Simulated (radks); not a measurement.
Task: Neutral osmium: order these configurations by energy. Method: non-relativistic Kohn-Sham, PBE, spin-polarised, spherical densities, point nucleus; computed with a radial shooting solver on a logarithmic mesh with Libxc functionals. Open shells are filled with parallel spins first. [Xe] 4f14 5d5 6s2 6p1; [Xe] 4f14 5d6 6s1 6p1; [Xe] 4f14 5d6 6s2; [Xe] 4f14 5d7 6p1; [Xe] 4f14 5d7 6s1; [Xe] 4f14 5d8.

Result: From the lowest, in eV above it: [Xe] 4f14 5d7 6s1 0.000; [Xe] 4f14 5d8 0.377; [Xe] 4f14 5d6 6s2 1.565; [Xe] 4f14 5d7 6p1 3.391; [Xe] 4f14 5d6 6s1 6p1 3.855; [Xe] 4f14 5d5 6s2 6p1 7.177.
